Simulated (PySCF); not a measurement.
PySCF 2.14 output of an unrestricted PBE0 calculation on a single atom or ion in x2c-SVPall (5s3p3d1f, 36 functions), with scalar relativity by spin-free X2C-1e:

```
SCF conv_tol = 1e-09
number electrons alpha = 15  beta = 10
    C. Adamo and V. Barone.,  J. Chem. Phys. 110, 6158 (1999)
    M. Ernzerhof and G. E. Scuseria.,  J. Chem. Phys. 110, 5029 (1999)
cycle= 1 E= -1271.88930812909  delta_E= -0.00348  |g|= 0.0535  |ddm|= 0.179
cycle= 2 E= -1271.889526984  delta_E= -0.000219  |g|= 0.0476  |ddm|= 0.0975
cycle= 3 E= -1271.89038174235  delta_E= -0.000855  |g|= 0.00076  |ddm|= 0.0346
cycle= 4 E= -1271.89038223256  delta_E= -4.9e-07  |g|= 8.6e-05  |ddm|= 0.00289
cycle= 5 E= -1271.89038224002  delta_E= -7.46e-09  |g|= 8.7e-06  |ddm|= 0.00018
cycle= 6 E= -1271.89038224009  delta_E= -7.28e-11  |g|= 3.45e-07  |ddm|= 3.39e-05
converged SCF energy = -1271.89038224009  <S^2> = 8.7508055  2S+1 = 6.0002685
```

The run itself started from symmetry-adapted Hartree-Fock orbitals and held the occupation by maximum overlap, on a logarithmic radial grid, so the iterations belong to that start.

Which element, charge and spin multiplicity is this?

Fe⁺ (iron, charge +1), multiplicity 6; the state was [Ar] 3d6 4s1, high-spin 6D determinant.
